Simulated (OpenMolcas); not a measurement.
Hf3+: moving or changing the point charges

Hf3+ among 6 point charges of -1 e arranged as an octahedron (Oh), 2.13 Å from the ion.
```
   2.1300    0.0000    0.0000  -1.00
   0.0000    2.1300    0.0000  -1.00
  -2.1300    0.0000    0.0000  -1.00
   0.0000   -2.1300    0.0000  -1.00
   0.0000    0.0000    2.1300  -1.00
   0.0000    0.0000   -2.1300  -1.00
```

```json
{"Program": "OpenMolcas 26.06", "Method": "CASSCF", "Basis": "ANO-RCC-VDZP [7s6p4d2f1g]", "Scalar Hamiltonian": "DKH2, point nucleus", "Active space": "1 electron in 5 orbitals (5d)", "State averaging": "2S+1 = 2 even, 5 roots", "Spin-orbit coupling": "RASSI with atomic mean-field integrals over the reference wave functions"}
```

Runs around this geometry, states (labels of O, the rotations of Oh). Energies in cm-1 above the lowest state or level, χT in cm3 K/mol; under a threefold ground state the first gap can be a small split of the lowest multiplet, not the spin-orbit step; 10Dq is the gap between the two states.

| R (Å) | q (e) | Ground state | First state of that spin | 10Dq | First gap with spin-orbit (degeneracies) | χT at 300 K |
| --- | --- | --- | --- | --- | --- | --- |
| 2.13 | -0.5 | 2T2 | 2E 6060 | 6060 | 4115 (4, 2) | 0.178 |
| 2.13 | -1 | 2T2 | 2E 12646 | 12646 | 3323 (4, 2) | 0.099 |
| 2.31 | -1 | 2T2 | 2E 9187 | 9187 | 3713 (4, 2) | 0.129 |

Taking |10Dq| as R^-n, n = -ln(9187 / 12646) / ln(2.31 / 2.13) = 3.9 between the shortest and longest distance. The point-charge formula for a cubic d site gives n = 5.

Scaling the charges by -0.5 / -1 = 0.50 scales |10Dq| by 6060 / 12646 = 0.48; with fixed orbitals a first-order splitting would follow the charge.

An orbital triplet at a regular site is open to Jahn-Teller coupling, which can distort the site and quench the lowest spin-orbit gaps and is left out. This field is weak: 10Dq is about 6060 cm-1, while octahedral complexes of 5d ions of charge 3 and more, computed by the same method with explicit ligands, had a median near 35000 cm-1. Ground spin and moment need not be those of a real site (figures for R = 2.13, q = -0.5; the like holds for R = 2.13, q = -1, R = 2.31, q = -1). Point charges carry no covalency, so the field is a model and not that of real ligands. No measured value stands beside these numbers.
